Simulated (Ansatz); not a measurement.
Born–Oppenheimer molecular dynamics of a periodic cell of 40 atoms, H$_{4}$C (contents 4 H2 + 4 C2H6, density as packed 0.44 g/cm³ with natural masses). It starts from a partly relaxed structure (largest force component 0.20 eV/Å).

Computed with DFT PBE-D3(BJ), scalar-relativistic, plane waves, PAW in Ansatz. Settings: accuracy low, cutoff 420 eV, k mesh 1x1x1, fermi-dirac smearing 0.05 eV, no spin polarisation.

| Item | Value |
| --- | --- |
| ensemble | NVT, Langevin thermostat |
| time step | 0.5 fs |
| steps asked | 300 |
| set temperature | 1000 K |
| friction | 0.02 /fs |
| seed | 285451 |

Frames 2.5 fs apart, positions in Å, forces in eV/Å.

Velocities at 40.0 fs (Å/ps):

```
H -9.00 -1.17 11.24
H -12.96 5.50 -42.78
H -34.27 -50.89 6.24
H -12.64 32.53 47.29
H 14.40 -11.97 4.06
H -32.23 -47.20 42.79
H 10.05 3.75 -3.07
H -14.59 2.64 16.71
C -12.60 -0.80 11.93
C -4.30 -2.63 4.74
H 3.34 -21.10 16.77
H -15.37 -25.31 22.24
H 5.85 -22.03 -8.03
H 53.81 14.74 -15.76
H 20.51 -3.64 -35.70
H 16.75 -22.74 3.65
C 17.65 -9.79 -6.80
C 1.47 5.77 3.91
H 48.14 -6.41 -21.00
H -7.79 -22.61 35.52
H 21.46 -5.34 -46.57
H -22.29 -24.54 0.20
H -20.58 2.09 8.41
H 9.03 40.61 10.70
C 7.17 -8.88 -7.88
C -10.79 -4.40 -10.42
H -4.15 -49.78 8.08
H -9.06 -1.57 31.83
H -41.03 -24.23 0.36
H -31.64 -3.39 -27.04
H -30.04 5.66 -7.46
H -32.75 19.90 -1.74
C 4.51 6.90 -10.71
C 0.03 3.26 -4.67
H 26.07 18.52 -9.87
H 2.96 -28.64 -12.12
H 49.87 -14.91 40.46
H 11.01 19.28 -25.27
H -19.77 -27.41 -41.53
H -32.16 52.57 70.03
```

```xyz
40
Lattice="7.8730 0.0000 0.0000 0.0000 7.8730 0.0000 0.0000 0.0000 7.8730" Properties=species:S:1:pos:R:3:forces:R:3 time_fs=40.0 energy_less_start_eV=3.273 T=830
H 0.054 6.152 5.526 -0.24 -0.01 2.45
H 0.141 6.194 4.843 0.39 0.30 -2.52
H 1.905 -0.382 8.478 -1.90 -0.30 -0.15
H 1.081 -0.521 8.438 2.01 0.35 0.07
H 7.239 3.344 2.461 0.90 0.30 -0.16
H 7.976 3.596 2.368 -0.92 -0.34 0.06
H 1.843 3.386 6.991 0.14 0.06 0.05
H 2.351 3.895 7.211 0.09 0.05 0.08
C 7.130 3.587 6.123 2.79 -0.36 0.17
C 7.939 2.362 5.428 2.47 1.71 1.97
H 7.035 4.328 5.364 -0.19 0.68 -0.80
H 6.096 3.436 6.475 0.59 -0.59 0.34
H 7.860 4.106 6.865 -1.58 -0.89 -0.55
H 7.508 1.444 5.645 -0.70 -2.02 0.86
H 7.895 2.419 4.394 -0.34 0.45 -2.27
H 9.197 2.232 5.562 -3.36 0.64 0.28
C 4.628 -0.684 6.012 0.63 0.99 0.64
C 4.486 0.788 6.575 -0.03 -0.28 1.58
H 5.519 -1.086 6.551 -0.54 -0.14 -0.09
H 3.760 -1.333 6.268 0.36 0.29 -0.58
H 4.985 -0.695 4.932 -1.12 0.12 1.40
H 3.842 1.514 6.106 0.23 0.31 -1.76
H 3.922 1.008 7.549 0.86 -1.53 -0.18
H 5.517 1.154 6.776 -0.65 0.31 -0.38
C 6.706 6.501 1.739 -1.93 -0.41 -1.00
C 5.688 6.978 2.845 -0.57 0.31 -3.10
H 7.628 6.411 2.244 1.65 -0.23 -0.03
H 6.434 5.481 1.217 0.31 1.69 1.18
H 6.711 7.263 0.879 0.30 -0.79 1.21
H 4.828 7.270 2.191 -0.17 -0.23 0.95
H 5.375 6.233 3.563 0.13 -0.36 0.00
H 5.978 7.918 3.314 0.46 -0.01 0.23
C 2.821 4.918 3.086 0.27 0.83 -0.12
C 3.426 3.541 2.662 0.14 -0.46 -1.67
H 1.770 4.814 3.376 -0.15 -0.11 -0.16
H 3.328 5.201 4.090 -0.53 0.01 -1.65
H 2.825 5.785 2.297 0.44 -1.44 1.41
H 4.550 3.642 2.673 -0.77 -0.51 0.86
H 2.921 2.793 3.380 1.37 0.50 -1.08
H 3.373 3.137 1.510 -0.85 1.11 2.47
40
Lattice="7.8730 0.0000 0.0000 0.0000 7.8730 0.0000 0.0000 0.0000 7.8730" Properties=species:S:1:pos:R:3:forces:R:3 time_fs=42.5 energy_less_start_eV=3.361 T=857
H 0.042 6.134 5.557 0.21 0.31 -1.91
H 0.099 6.214 4.734 -0.05 -0.05 1.83
H 1.797 -0.485 8.483 0.69 -0.01 -0.13
H 1.070 -0.425 8.559 -0.56 0.06 0.04
H 7.263 3.311 2.480 -3.29 -0.83 0.00
H 7.915 3.480 2.465 3.26 0.87 -0.18
H 1.879 3.389 7.010 -0.21 -0.36 -0.15
H 2.319 3.922 7.260 0.41 0.46 0.27
C 7.107 3.579 6.154 1.88 -2.02 -0.63
C 7.929 2.361 5.441 2.59 1.43 -1.43
H 7.027 4.286 5.379 -0.43 1.10 -1.01
H 6.083 3.381 6.528 0.74 -0.35 0.11
H 7.820 4.028 6.852 -0.55 0.03 0.58
H 7.607 1.393 5.626 -1.22 -1.93 0.68
H 7.961 2.423 4.291 -0.46 0.21 1.56
H 9.147 2.177 5.610 -2.78 1.16 0.24
C 4.668 -0.707 5.999 0.93 0.89 1.15
C 4.490 0.801 6.593 -0.25 -0.16 0.54
H 5.631 -1.091 6.507 -1.39 0.16 -0.42
H 3.790 -1.387 6.322 1.25 0.88 -0.97
H 5.009 -0.695 4.884 -1.39 0.06 2.09
H 3.797 1.470 6.039 0.90 -0.21 -0.91
H 3.890 0.987 7.550 0.99 -1.33 -0.28
H 5.520 1.250 6.783 -1.32 -0.24 -0.50
C 6.714 6.481 1.721 -1.02 0.29 2.74
C 5.657 6.972 2.812 -0.76 0.98 -2.44
H 7.650 6.288 2.271 0.32 0.58 -0.80
H 6.423 5.525 1.349 -0.50 -0.98 -0.41
H 6.636 7.178 0.896 0.84 0.39 -0.20
H 4.761 7.258 2.168 0.49 -0.35 0.86
H 5.287 6.246 3.542 0.48 -0.17 -0.24
H 5.903 7.955 3.290 0.33 -0.81 -0.14
C 2.829 4.939 3.062 0.98 -2.66 0.86
C 3.424 3.546 2.649 0.88 1.90 3.77
H 1.818 4.867 3.350 -1.65 -0.14 0.02
H 3.322 5.139 3.992 0.45 0.66 0.75
H 2.969 5.732 2.406 0.38 1.40 -1.44
H 4.562 3.665 2.629 -1.12 -0.74 0.93
H 2.899 2.746 3.246 1.28 0.50 0.01
H 3.276 3.280 1.711 -1.32 -1.01 -4.86
40
Lattice="7.8730 0.0000 0.0000 0.0000 7.8730 0.0000 0.0000 0.0000 7.8730" Properties=species:S:1:pos:R:3:forces:R:3 time_fs=45.0 energy_less_start_eV=2.776 T=853
H 0.028 6.103 5.480 0.10 0.25 -0.74
H 0.049 6.236 4.720 0.06 0.01 0.65
H 1.739 -0.574 8.490 -0.45 0.24 0.07
H 1.034 -0.324 8.666 0.61 -0.17 -0.17
H 7.199 3.243 2.481 1.35 0.33 0.00
H 7.981 3.416 2.541 -1.40 -0.27 -0.24
H 1.914 3.377 7.034 0.25 0.28 0.14
H 2.277 3.987 7.308 -0.07 -0.20 -0.06
C 7.092 3.561 6.181 1.58 -1.21 -3.03
C 7.924 2.359 5.449 -1.47 -1.80 -1.47
H 7.012 4.300 5.340 -0.36 -0.39 0.95
H 6.107 3.323 6.572 -0.03 -0.29 0.10
H 7.769 3.972 6.896 0.17 0.51 0.95
H 7.637 1.240 5.628 -0.60 1.78 -0.12
H 7.992 2.432 4.282 -0.58 0.09 2.04
H 8.955 2.173 5.677 1.09 0.96 0.79
C 4.707 -0.721 5.994 1.48 1.98 2.98
C 4.493 0.816 6.619 -1.94 -1.10 -1.63
H 5.669 -1.110 6.465 -0.95 0.25 -0.21
H 3.926 -1.417 6.298 -0.31 0.05 -0.40
H 4.980 -0.673 4.959 -0.57 0.09 -0.51
H 3.802 1.413 5.904 1.33 -0.67 0.64
H 3.896 0.921 7.556 0.55 -0.73 -0.15
H 5.448 1.311 6.758 0.19 0.15 -0.15
C 6.725 6.469 1.718 -0.90 0.21 4.35
C 5.620 6.977 2.770 0.78 0.13 -0.91
H 7.673 6.227 2.267 -0.26 1.01 -0.89
H 6.406 5.525 1.443 -0.86 -2.24 -1.05
H 6.622 7.112 0.899 0.89 1.16 -1.38
H 4.731 7.229 2.221 -0.66 0.26 -0.74
H 5.210 6.260 3.492 0.84 -0.17 -0.01
H 5.881 7.938 3.247 0.30 -0.39 0.17
C 2.829 4.946 3.057 0.11 -2.04 -0.63
C 3.422 3.563 2.648 -0.06 1.40 0.22
H 1.784 4.895 3.310 -0.60 0.19 -0.18
H 3.355 5.121 3.917 0.98 0.99 2.88
H 3.117 5.759 2.426 -0.23 0.43 -0.99
H 4.538 3.642 2.636 -0.70 -0.64 0.36
H 2.923 2.714 3.117 0.61 -0.08 1.02
H 3.104 3.392 1.677 -0.25 -0.37 -2.63
40
Lattice="7.8730 0.0000 0.0000 0.0000 7.8730 0.0000 0.0000 0.0000 7.8730" Properties=species:S:1:pos:R:3:forces:R:3 time_fs=47.5 energy_less_start_eV=3.231 T=744
H 0.028 6.102 5.399 0.22 -0.42 2.24
H -0.012 6.258 4.725 -0.07 0.65 -2.32
H 1.675 -0.634 8.493 -0.53 0.47 0.24
H 1.072 -0.235 8.776 0.72 -0.38 -0.34
H 7.188 3.167 2.471 1.59 0.34 0.15
H 7.981 3.322 2.590 -1.62 -0.30 -0.37
H 1.969 3.360 7.077 0.32 0.72 0.27
H 2.214 4.040 7.358 -0.19 -0.63 -0.26
C 7.084 3.537 6.199 0.45 -1.21 -3.14
C 7.912 2.344 5.455 -4.00 -1.50 0.83
H 6.967 4.316 5.362 -0.24 -0.91 1.46
H 6.115 3.239 6.618 0.09 0.00 -0.25
H 7.696 3.931 6.967 0.62 0.64 0.94
H 7.635 1.207 5.638 -0.65 2.04 -0.28
H 7.985 2.459 4.398 -0.25 0.20 -0.79
H 8.853 2.202 5.780 3.81 0.48 1.43
C 4.752 -0.714 6.003 0.71 2.59 3.74
C 4.484 0.820 6.638 -1.54 -2.48 -2.84
H 5.627 -1.146 6.474 0.83 0.13 0.12
H 4.064 -1.471 6.248 -1.86 -0.63 0.18
H 4.931 -0.655 4.995 0.25 0.25 -2.31
H 3.912 1.317 5.788 0.27 -0.19 1.21
H 3.920 0.841 7.568 -0.13 -0.12 0.10
H 5.390 1.356 6.721 1.27 0.43 0.26
C 6.732 6.458 1.722 -3.52 -1.96 0.99
C 5.593 6.975 2.731 1.38 -0.15 -0.67
H 7.680 6.205 2.181 0.45 0.76 0.05
H 6.342 5.408 1.464 0.48 1.18 -0.31
H 6.661 7.086 0.834 0.73 -0.02 -0.09
H 4.661 7.216 2.257 -0.44 0.41 -1.17
H 5.195 6.261 3.450 0.88 -0.38 0.35
H 5.903 7.899 3.208 0.17 0.19 0.48
C 2.834 4.943 3.044 1.17 0.55 1.28
C 3.409 3.585 2.653 -2.52 -0.39 -4.54
H 1.721 4.931 3.276 1.31 0.34 -0.42
H 3.444 5.146 3.955 -1.03 0.43 0.28
H 3.237 5.797 2.373 -1.29 -1.42 0.50
H 4.501 3.575 2.673 0.00 -0.20 -0.26
H 2.962 2.639 2.999 0.18 0.47 1.01
H 2.928 3.465 1.491 1.99 0.04 2.25
40
Lattice="7.8730 0.0000 0.0000 0.0000 7.8730 0.0000 0.0000 0.0000 7.8730" Properties=species:S:1:pos:R:3:forces:R:3 time_fs=50.0 energy_less_start_eV=3.470 T=746
H 0.065 6.098 5.420 -0.23 0.51 -1.70
H -0.080 6.301 4.638 0.36 -0.35 1.63
H 1.574 -0.662 8.493 0.06 0.11 -0.01
H 1.153 -0.153 8.853 0.14 -0.01 -0.09
H 7.247 3.133 2.476 -1.91 -0.14 -0.48
H 7.932 3.192 2.617 1.89 0.18 0.26
H 2.022 3.342 7.126 0.27 1.32 0.41
H 2.140 4.092 7.383 -0.15 -1.21 -0.42
C 7.082 3.512 6.213 0.75 -2.26 -0.35
C 7.896 2.322 5.465 1.39 0.50 4.17
H 6.900 4.262 5.476 -0.21 0.77 -0.36
H 6.125 3.170 6.613 -0.12 -0.05 -0.07
H 7.644 3.914 7.063 0.10 0.09 -0.17
H 7.618 1.284 5.639 -0.95 -0.08 0.07
H 7.975 2.493 4.449 0.29 0.35 -2.06
H 8.960 2.252 5.947 -1.34 0.49 -1.08
C 4.800 -0.693 6.015 -0.47 0.93 0.57
C 4.466 0.813 6.641 1.98 -2.77 -0.56
H 5.625 -1.192 6.493 1.37 0.32 -0.01
H 4.112 -1.538 6.214 -0.99 0.85 -0.12
H 4.915 -0.608 4.906 0.16 -0.09 1.15
H 4.041 1.200 5.750 -1.67 1.11 -0.22
H 3.943 0.740 7.615 -0.14 0.42 -0.71
H 5.409 1.418 6.706 -0.50 -0.82 0.42
C 6.723 6.432 1.736 -4.24 -1.22 -2.27
C 5.572 6.972 2.701 0.54 0.01 -0.65
H 7.706 6.233 2.072 1.03 0.36 0.96
H 6.319 5.356 1.460 0.82 1.72 -0.02
H 6.729 7.045 0.741 0.16 -0.96 1.63
H 4.569 7.219 2.232 1.34 0.05 -0.31
H 5.224 6.228 3.436 0.78 0.05 0.01
H 5.951 7.871 3.198 -0.26 0.05 0.26
C 2.836 4.947 3.032 2.44 1.00 2.62
C 3.377 3.603 2.637 -1.81 -1.67 -4.49
H 1.745 4.953 3.212 0.48 0.40 -0.17
H 3.454 5.187 4.021 -1.80 -0.05 -1.19
H 3.281 5.770 2.358 -1.32 -1.23 0.52
H 4.475 3.506 2.708 -0.19 0.30 -0.61
H 3.004 2.582 2.943 -0.26 1.26 0.83
H 2.871 3.538 1.434 2.24 -0.24 2.62
```

Of the whole run (150 fs, mean temperature of the second half 981 K): A run of 0.15 ps of so small a system gives no equilibrium averages. Limits of this set-up: coarse k mesh, low accuracy level.

The run took 12 min on 1 thread of Intel(R) Xeon(R) Platinum 8259CL CPU @ 2.50GHz (Skylake/Cascade Lake) (shared host), peak memory 0.51 GiB.
